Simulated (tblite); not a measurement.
Parent: `[CH2:1]=[CH:2][Si@@H:3]([OH:4])[N:5]([CH3:6])[CH3:7]` with C1–C2–Si3–O4 -62°, C2–Si3–O4–H 57°, C2–Si3–N5–C6 -167°, C4H11NOSi.

The geometries are computed with GFN2-xTB (gas phase). One conformer each, not checked by frequencies here.

```
coordinate of the parent    value
                   C1=C2  1.323 Å
                  C2–Si3  1.888 Å
                  Si3–O4  1.630 Å
                  Si3–N5  1.725 Å
                   N5–C6  1.443 Å
                   N5–C7  1.442 Å
               C1–C2–Si3   124.9°
               C2–Si3–O4   113.6°
               C2–Si3–N5   106.3°
               O4–Si3–N5   108.5°
               Si3–N5–C6   120.1°
               Si3–N5–C7   122.3°
                C6–N5–C7   112.1°
```

Q: How does the shared frame change in `[CH2:1]=[CH:2][Si@H:3]([OH:4])[N:5]([CH3:6])[CH2:7][CH2:8][NH2:9]` with C1–C2–Si3–O4 -144°, C2–Si3–O4–H -105°, C2–Si3–N5–C6 -35°, Si3–N5–C7–C8 -91°, N5–C7–C8–N9 85°, C5H14N2OSi? Atoms pair as C1 = C1, C2 = C2, Si3 = Si3, O4 = O4, N5 = N5, C6 = C7, C7 = C6 (parent first).

A: 
| parent | relative | value in the relative | change |
| --- | --- | --- | --- |
| C1=C2 | C1=C2 | 1.322 Å | -0.001 |
| C2–Si3 | C2–Si3 | 1.885 Å | -0.003 |
| Si3–O4 | Si3–O4 | 1.617 Å | -0.013 |
| Si3–N5 | Si3–N5 | 1.729 Å | +0.004 |
| N5–C6 | N5–C7 | 1.442 Å | -0.001 |
| N5–C7 | N5–C6 | 1.438 Å | -0.004 |
| C1–C2–Si3 | C1–C2–Si3 | 124.9° | 0.0 |
| C2–Si3–O4 | C2–Si3–O4 | 111.9° | -1.7 |
| C2–Si3–N5 | C2–Si3–N5 | 107.1° | +0.8 |
| O4–Si3–N5 | O4–Si3–N5 | 107.9° | -0.6 |
| Si3–N5–C6 | Si3–N5–C7 | 121.1° | +1.0 |
| Si3–N5–C7 | Si3–N5–C6 | 123.8° | +1.5 |
| C6–N5–C7 | C7–N5–C6 | 114.5° | +2.4 |

Of the parent's bonds, Si3–O4 changes most (-0.013 Å). Bonds of the relative outside the shared frame: C7–C8 1.540, C8–N9 1.460 Å. Point group C1 → C1.

Q: How does the shared frame change in `[CH:1]#[C:2][CH2:3][N:4]([CH3:5])[Si@@H:6]([OH:7])[CH:8]=[CH2:9]` with C2–C3–N4–C5 -66°, C3–N4–Si6–O7 43°, N4–Si6–O7–H 68°, N4–Si6–C8–C9 -135°, C6H11NOSi? Atoms pair as C1 = C9, C2 = C8, Si3 = Si6, O4 = O7, N5 = N4, C6 = C3, C7 = C5 (parent first).

A: 
| parent | relative | value in the relative | change |
| --- | --- | --- | --- |
| C1=C2 | C9=C8 | 1.323 Å | 0.000 |
| C2–Si3 | C8–Si6 | 1.883 Å | -0.005 |
| Si3–O4 | Si6–O7 | 1.630 Å | 0.000 |
| Si3–N5 | Si6–N4 | 1.728 Å | +0.003 |
| N5–C6 | N4–C3 | 1.452 Å | +0.009 |
| N5–C7 | N4–C5 | 1.443 Å | +0.001 |
| C1–C2–Si3 | C9–C8–Si6 | 123.1° | -1.8 |
| C2–Si3–O4 | C8–Si6–O7 | 111.8° | -1.8 |
| C2–Si3–N5 | C8–Si6–N4 | 107.7° | +1.4 |
| O4–Si3–N5 | O7–Si6–N4 | 108.1° | -0.4 |
| Si3–N5–C6 | Si6–N4–C3 | 118.4° | -1.7 |
| Si3–N5–C7 | Si6–N4–C5 | 122.9° | +0.6 |
| C6–N5–C7 | C3–N4–C5 | 112.1° | 0.0 |

Of the parent's bonds, N5–C6 changes most (+0.009 Å). Bonds of the relative outside the shared frame: C1≡C2 1.197, C2–C3 1.454 Å. Point group C1 → C1.
